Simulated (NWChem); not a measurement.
C2H2ClI; SMILES Cl/C=C\I

def2 effective core potentials on I; no spin-orbit coupling.

Give the equilibrium geometry at PBE0/def2-SVP with def2 effective core potentials on I (NWChem) as an XYZ file, with the point group.

point group Cs; any orientation.
```
6

Cl     0.6092     2.4214     0.0000
C     -0.9684     1.7552     0.0000
C     -1.2654     0.4559     0.0000
I      0.1123    -1.0976     0.0000
H     -1.7669     2.5028     0.0000
H     -2.3095     0.1361     0.0000
```
